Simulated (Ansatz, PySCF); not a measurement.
Reaction (SMILES): I (HI) → I atom + H atom (the H-I bond at the site shown breaks; other sites are not compared here)
Structures are relaxed separately at B3LYP-D3(BJ)/def2-TZVP in Ansatz (an electronic-structure program).

Wanted: bond dissociation energy (enthalpy at 298 K, with B3LYP-D3(BJ) rigid-rotor harmonic-oscillator terms from PySCF), in eV. Cores are frozen in the correlated levels unless marked. Open shells are spin-unrestricted. No spin-orbit coupling. The frozen core is the preceding noble-gas configuration, with the filled d and f shells of earlier blocks. Past Kr the def2 sets carry scalar-relativistic core potentials. STO-3G rows are all-electron and non-relativistic. CBS marks a two-point X^-3 extrapolation of the correlation energy; Hartree-Fock from the larger set.

| level | program | bond dissociation energy (eV) |
|---|---|---|
| HF/def2-TZVPP | Ansatz | 2.19 |
| BP86-D4/def2-TZVPD | PySCF + dftd4 | 3.46 |
| M06-L/def2-TZVPD | PySCF | 3.30 |
| B3LYP-D3(BJ)/def2-TZVPD | Ansatz + dftd3 | 3.32 |
| PBE-QIDH/def2-TZVPD | Ansatz | 3.20 |
| SCS-MP2/def2-SVPD | Ansatz | 3.06 |

**Question.** Estimate the value at CCSD(T)/CBS(def2-TZVPPD,def2-QZVPPD) as computed with Ansatz.

**Answer.** 3.35 eV, so SCS-MP2/def2-SVPD differs from it by -0.29 eV.
